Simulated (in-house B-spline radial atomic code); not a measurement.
**Binding energies in Ir²⁺**

NIST's tabulated ground configuration is [Xe] 4f14 5d7; each binding energy is the energy of the ion with one electron taken from that subshell, relaxed, less that of the parent. All numbers are computed (Dirac-Kohn-Sham PBE, spherical fractional occupations; Fermi nucleus of rms radius 5.4032 fm) with a B-spline radial code for spherical atoms, not measured. Energies include first-order Breit, QED and recoil terms.

| subshell | X-ray name | binding energy (eV) | -ε (eV) | relaxation (eV) |
| --- | --- | --- | --- | --- |
| 1s | K | 76234.4 | 76000.8 | -588.1 |
| 2s | L1 | 13358.6 | 13300.4 | -107.4 |
| 2p1/2 | L2 | 12836.7 | 12745.0 | -139.2 |
| 2p3/2 | L3 | 11205.3 | 11117.5 | -117.7 |
| 3s | M1 | 3145.3 | 3124.1 | -31.1 |
| 3p1/2 | M2 | 2898.8 | 2874.5 | -33.6 |
| 3p3/2 | M3 | 2542.8 | 2518.1 | -30.2 |
| 3d3/2 | M4 | 2133.1 | 2100.0 | -36.6 |
| 3d5/2 | M5 | 2056.1 | 2023.0 | -35.3 |
| 4s | N1 | 692.5 | 680.3 | -14.4 |
| 4p1/2 | N2 | 587.3 | 574.8 | -14.4 |
| 4p3/2 | N3 | 503.2 | 490.5 | -13.7 |
| 4d3/2 | N4 | 330.3 | 317.3 | -13.4 |
| 4d5/2 | N5 | 314.7 | 301.7 | -13.2 |
| 5s | O1 | 123.3 | 115.4 | -8.3 |
| 4f5/2 | N6 | 94.07 | 81.41 | -12.49 |
| 4f7/2 | N7 | 90.94 | 78.29 | -12.37 |
| 5p1/2 | O2 | 89.87 | 82.25 | -7.89 |
| 5p3/2 | O3 | 76.07 | 68.68 | -7.49 |
| 5d | O4,5 | 30.54 | 24.41 | -6.13 |

Relaxation = -ε minus the binding energy without Breit, QED and recoil terms. With a density functional, K lines can miss by some tenths of a per cent, more in light atoms. For a density functional the relaxation so defined is negative, because -ε of a Kohn-Sham level is smaller than the binding energy.

Emission lines follow as differences of binding energies, with λ = 12398.42 eV·Å / E:

```
 line          holes  energy (eV)  wavelength (Å)
 K-L3     1s → 2p3/2      65029.1         0.19066
 K-L2     1s → 2p1/2      63397.7         0.19557
 K-M3     1s → 3p3/2      73691.6         0.16825
L3-M5  2p3/2 → 3d5/2       9149.2          1.3551
L2-M4  2p1/2 → 3d3/2      10703.6          1.1583
L1-M3     2s → 3p3/2      10815.8          1.1463
L3-M1     2p3/2 → 3s       8060.0          1.5383
L2-N4  2p1/2 → 4d3/2      12506.4         0.99137
M5-N7  3d5/2 → 4f7/2       1965.2          6.3091
M4-N6  3d3/2 → 4f5/2       2039.0          6.0805
```

**Question.** What screening constant σ does Moseley's law, E = (3/4)·13.6057 eV·(Z - σ)², need for K-L3?

**Answer.** σ = -2.83.

Moseley's non-relativistic formula needs a falling, then negative, screening constant for heavy elements, because relativity binds the 1s electron more strongly than the formula allows.

**Question.** What does it cost to remove both a 3p3/2 and a 3d5/2 electron?

**Answer.** 4665 eV, which is 66.08 eV more than the two single binding energies together.

**Question.** What does it cost to remove both a 2p1/2 and a 4f7/2 electron?

**Answer.** 12956 eV, which is 28.07 eV more than the two single binding energies together.

**Question.** What does it cost to remove both a 2p1/2 and a 4f5/2 electron?

**Answer.** 12959 eV, which is 28.44 eV more than the two single binding energies together.
